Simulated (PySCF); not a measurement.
**Magnetisability: `CN[C@@H]1C=CC(=O)C1`, C6H9NO**

Geometry (Å), atoms numbered from 1 in this order:
```xyz
17

C     2.340   -0.637   -0.168
N     1.368    0.207    0.495
C     0.153    0.432   -0.261
C    -0.712    1.457    0.418
C    -1.981    1.075    0.530
C    -2.174   -0.268   -0.039
O    -3.213   -0.867   -0.165
C    -0.798   -0.772   -0.445
H     1.976   -1.649   -0.395
H     3.218   -0.719    0.469
H     2.634   -0.159   -1.103
H     1.139   -0.169    1.410
H     0.464    0.821   -1.239
H    -0.284    2.383    0.761
H    -2.793    1.634    0.959
H    -0.820   -1.165   -1.460
H    -0.524   -1.592    0.223
```

Theory: GIAO wB97X-D/6-31G* magnetisability, non-relativistic, IEF-PCM benzene (PySCF). Geometry: GFN2-xTB.

(1) What are the magnetisability and the molar susceptibility?

(2) Split it along the inertial axes a, b, c into diamagnetic and paramagnetic parts about the centre of mass, with the quadrupole moment.

Results:

(1) Isotropic -1048 × 10⁻³⁰ J/T², or -63.1 × 10⁻⁶ cm³/mol; principal values -1283, -1022, -838 × 10⁻³⁰ J/T², anisotropy 388 × 10⁻³⁰ J/T² (root of half the summed squared differences of the principal values). The susceptibility is in cgs units.

(2) 
| axis | χ (10⁻⁶ cm³/mol) | diamagnetic (10⁻⁶ cm³/mol) | paramagnetic (10⁻⁶ cm³/mol) | summed x² of all electrons (Å²) | quadrupole Θ (D Å) |
| --- | --- | --- | --- | --- | --- |
| a | -57.3 | -356.0 | 298.7 | 216.2 | -11.68 |
| b | -55.6 | -997.3 | 941.6 | 65.0 | +4.37 |
| c | -76.3 | -1192.9 | 1116.5 | 18.9 | +7.31 |

Anisotropies 2χaa − χbb − χcc = +17.3 and 2χbb − χaa − χcc = +22.4 × 10⁻⁶ cm³/mol. Θ is traceless in Buckingham's convention.
